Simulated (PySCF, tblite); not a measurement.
Isomers of C3H6F4OSi. All values are computed: GFN2-xTB (tblite) harmonic vibrations without scaling, gas phase. The method is semi-empirical: single wavenumbers can be off by several per cent or more. Modes of hydrogen on silicon can be 10 to 20 % off. One conformer each.

Electronic energies: PBE0/pcSseg-1 single points on the GFN2-xTB geometries (PySCF, gas phase).

```json
{"SMILES": "FC[SiH2]COC(F)(F)F", "electronic energy, lowest = 0 (kJ/mol)": "608.3"}
{"SMILES": "FCCCO[Si](F)(F)F", "electronic energy, lowest = 0 (kJ/mol)": "0.0"}
{"SMILES": "CO[SiH2][C@@H](F)C(F)(F)F", "electronic energy, lowest = 0 (kJ/mol)": "536.3"}
{"SMILES": "CCO[Si@@H](F)C(F)(F)F", "electronic energy, lowest = 0 (kJ/mol)": "330.5"}
```

**Question.** How do GFN2-xTB zero-point energies change the relative energies?

**Answer.** 
| SMILES | ZPE (kJ/mol) | of it from modes above 1550 cm⁻¹ | electronic (kJ/mol) | with ZPE, lowest = 0 (kJ/mol) | lowest mode (cm⁻¹) | rings |
| --- | --- | --- | --- | --- | --- | --- |
| FCCCO[Si](F)(F)F | 258.3 | 106.5 | 0.0 | 0.0 | 14 | 0 |
| CCO[Si@@H](F)C(F)(F)F | 245.9 | 104.4 | 330.5 | 318.1 | 12 | 0 |
| CO[SiH2][C@@H](F)C(F)(F)F | 237.4 | 99.3 | 536.3 | 515.4 | 27 | 0 |
| FC[SiH2]COC(F)(F)F | 236.2 | 98.2 | 608.3 | 586.2 | 19 | 0 |

The zero-point energies span 22.1 kJ/mol, from `FC[SiH2]COC(F)(F)F` to `FCCCO[Si](F)(F)F`. The order is unchanged.

**Question.** And how do the electronic energies of GFN2-xTB itself compare?

**Answer.** `FCCCO[Si](F)(F)F` 0.0; `CCO[Si@@H](F)C(F)(F)F` 310.9; `CO[SiH2][C@@H](F)C(F)(F)F` 478.6; `FC[SiH2]COC(F)(F)F` 595.3 kJ/mol, lowest = 0. Against the energies above, taken from the same isomer `FCCCO[Si](F)(F)F`, the largest difference is 57.7 kJ/mol.
